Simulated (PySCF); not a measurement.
## Computed properties of C5H8O, SMILES C1=CCOCC1

C5H8O, SMILES C1=CCOCC1. Geometry optimised at B3LYP-D3(BJ)/def2-SVP. Other conformers were not sampled. All values are computed for the isolated molecule unless a solvent is named; none is compared with measurement here.

**Structure.** All 36 harmonic modes at B3LYP-D3(BJ)/def2-SVP (PySCF) are real, so it is a minimum. With heavy atoms numbered as in [CH:1]1=[CH:2][CH2:3][O:4][CH2:5][CH2:6]1, the shortest bond between them is C1–C2 at 1.338 Å and the longest C5–C6 at 1.529 Å.

**Vibrations.** The strongest infrared lines (harmonic, unscaled, degenerate partners summed) lie at 2925 cm⁻¹ (71 km/mol, H 93 %), 2967 cm⁻¹ (66 km/mol, H 93 %), 1132 cm⁻¹ (56 km/mol, H 55 %, C 25 %, O 20 %). The softest mode is at 179 cm⁻¹ and the zero-point energy is 76.4 kcal/mol.

**Electronic structure.** CAM-B3LYP/def2-TZVP (PySCF) places the frontier levels at -8.41 and 1.50 eV, a gap of 9.91 eV, and gives a dipole moment of 1.28 D and a mean polarisability of 60.6 bohr³. PBE/def2-TZVP (PySCF) at the same geometry gives -5.73 and -0.64 eV, so its gap is 4.82 eV narrower. An orbital gap is neither the optical nor the fundamental gap.

**Excitations.** TDDFT-B3LYP/def2-SVPD (PySCF) has S1 at 6.12 eV (203 nm, f = 0.014, weak); the most intense of the 10 singlets computed lies at 6.96 eV (f = 0.18). T1 (TDA) is at 4.34 eV. TDDFT-PBE/def2-SVPD (PySCF) puts S1 at 5.20 eV. No vertical singlet excitation falls in the visible range (under 3.1 eV).

**NMR.** GIAO shifts at B3LYP/pcSseg-1 (PySCF) (non-relativistic, atoms alike by connectivity averaged): ¹³C from 31.9 to 139.5 ppm against TMS; ¹H from 2.3 to 6.2 ppm against TMS.

**Solvation.** SMD-PBE0/6-31G* (PySCF) gives -2.8 kcal/mol in water, -5.3 kcal/mol in acetone, -5.3 kcal/mol in chlorobenzene (1 M in both phases, gas-phase geometry); of these solvents acetone holds the molecule best.
